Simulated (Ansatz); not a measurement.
Basis sets compared for Te(CCH)2 (C4H2Te). The state is a singlet with charge 0. Geometry PBE-D4/def2-SVP. Ansatz on 2 threads of Arm Neoverse V2 on a shared host; times are rough, and most runs start from earlier orbitals.

Cartesian coordinates in Å:
```
Te 1.7193 -0.2858 -0.3350
C 0.3190 -1.4210 0.6387
C -0.4499 -2.1687 1.2368
H -1.1412 -2.8145 1.7616
C 0.4895 1.2865 -0.7962
C -0.1701 2.2717 -1.1161
H -0.7666 3.1318 -1.3898
```

In the def2 sets Te takes a core potential, while STO-3G treats all electrons; there is no spin–orbit coupling.

STO-3G and 6-31G are all-electron sets without relativity, so their totals don't compare with the def2 sets.

Binding counts from free atoms (Te triplet, C triplet, H doublet) in the same basis, without a counterpoise term.

```
                         level  functions  energy (Eh)  HOMO (eV)  LUMO (eV)  binding per atom (eV)  wall time
                     HF/STO-3G         49   -6697.7196      -6.40       6.61                      –      0.3 s
                  HF/def2-TZVP        186    -419.5319      -8.49       1.85                   2.94      3.1 s
               PBE-D4/def2-SVP         92    -421.1565      -5.27      -2.06                   4.63     0.95 s
PBE-D4/def2-TZVP (with forces)        186    -421.3443      -5.40      -2.26                   4.62      2.6 s
           r2SCAN-D4/def2-TZVP        186    -421.5512      -5.60      -2.11                   4.40      4.7 s
              PBE0-D4/def2-SVP         92    -421.1753      -6.30      -1.22                   4.46      1.6 s
             PBE0-D4/def2-TZVP        186    -421.3610      -6.39      -1.41                   4.44      3.3 s
```

(1) Estimate the rows for PBE-D4/def2-TZVPD, r2SCAN-D4/def2-TZVPD, PBE0-D4/def2-TZVPD.

Answers

(1) 
```
               level  functions  energy (Eh)  HOMO (eV)  LUMO (eV)  binding per atom (eV)  wall time
   PBE-D4/def2-TZVPD        225    -421.3452      -5.42      -2.30                   4.62      3.9 s
r2SCAN-D4/def2-TZVPD        225    -421.5517      -5.61      -2.13                   4.40        8 s
  PBE0-D4/def2-TZVPD        225    -421.3617      -6.40      -1.45                   4.44      5.5 s
```
